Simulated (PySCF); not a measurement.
C4H11BrSi, SMILES CC(C)C[SiH2]Br, singlet at its GFN2-xTB optimised geometry (Å):

```
17

C      0.6338    -1.7657     1.0186
C      1.0528    -0.8359    -0.1161
C      0.7719    -1.4850    -1.4681
C      0.3764     0.5319     0.0000
Si    -1.5170     0.5319     0.0000
Br    -2.1138     2.6800     0.0000
H      0.7827    -1.2878     1.9849
H     -0.4160    -2.0388     0.9259
H      1.2230    -2.6800     0.9967
H      2.1360    -0.6747    -0.0392
H     -0.2827    -1.7348    -1.5665
H      1.0459    -0.8164    -2.2818
H      1.3468    -2.4026    -1.5737
H      0.7298     1.1667    -0.8187
H      0.7189     1.0137     0.9216
H     -2.1174    -0.0068     1.2137
H     -2.1360    -0.0089    -1.2030
```

Calculation: PBE/def2-SVP run with PySCF. Cells within 0.4 Å of a nucleus heavier than hydrogen are left out (blank, or x).

Map of the electrostatic potential (hartree/e), clipped to [-0.08, 0.12] on the plane z = 1.2 Å:

```
|1100000000000001111111111111111|
|1000000000000000111111111111111|
|0000000000000000111111111111111|
|0000000111000000011111111111111|
|0000001122100000011111111111111|
|0000001344310000111111111111111|
|0000002478520000111111111111111|
|0000002599731001111111111111111|
|0000002589642111222222221111111|
|0000001356543222333322222211111|
|0000001245665434698532222221111|
|1000011357998646999842222222211|
|1111112469999757999942222222221|
|1111113599999867999742222222221|
|1111123999999866797432222222222|
|1111124999999755554432222222222|
|1111123999986544555433222222222|
|1111112489654446787543222222222|
|1111112233344469999953222222222|
|1111112222335799999973222222222|
|1111111222348999xx9993222222222|
|11111122223599999x9994222222222|
|1111112222349999999995222222222|
|1111112222235898999996322222222|
|1111112222223333499995322222222|
|1111111222222222248964322222221|
|1111111222222222223433222222221|
|1111111122222222222222222222211|
|1111111112222222222222222222211|
|1111111111112222222222222222111|
|1111111111111112222222222221111|
```
Scale: ten equal steps from -0.024 (start of '0') to 0.120 (end of '9'), in the order '0123456789'; x runs from -5.00 to 5.00, y from -5.00 (bottom) to 5.00 (top).
